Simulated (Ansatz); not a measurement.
The same ligand exchange along the group O, S, Se.

Program: Ansatz. Geometries: PBE0-D4/def2-TZVP. ΔE: electronic, gas phase. CBS: MP2 limit from def2 TZ/QZ plus the TZ coupled-cluster correction, frozen cores. This one scheme is used for every species. Functionals use def2-TZVPP. B3LYP here is the variant with VWN-RPA as its local correlation; programs differ in this. For As, Se outer-core shells are correlated without core-valence functions, which leaves a few kJ/mol of doubt a bond. Scalar relativity is left out up to krypton.

```json
{"reaction": "`COC` + `[AsH3]` → `CO[AsH2]` + CH₄", "HF/CBS(def2) (eV)": "-0.60", "B3LYP-D4 (eV)": "-0.68", "CCSD(T)/CBS(def2) (eV)": "-0.66"}
{"reaction": "`CSC` + `[AsH3]` → `CS[AsH2]` + CH₄", "HF/CBS(def2) (eV)": "-0.66", "B3LYP-D4 (eV)": "-0.75", "CCSD(T)/CBS(def2) (eV)": "-0.70"}
{"reaction": "`C[Se]C` + `[AsH3]` → `C[Se][AsH2]` + CH₄", "HF/CBS(def2) (eV)": "-0.84", "B3LYP-D4 (eV)": "-0.91", "CCSD(T)/CBS(def2) (eV)": "-0.85"}
```

Largest T1 diagnostic: 0.012, for `CO[AsH2]`.
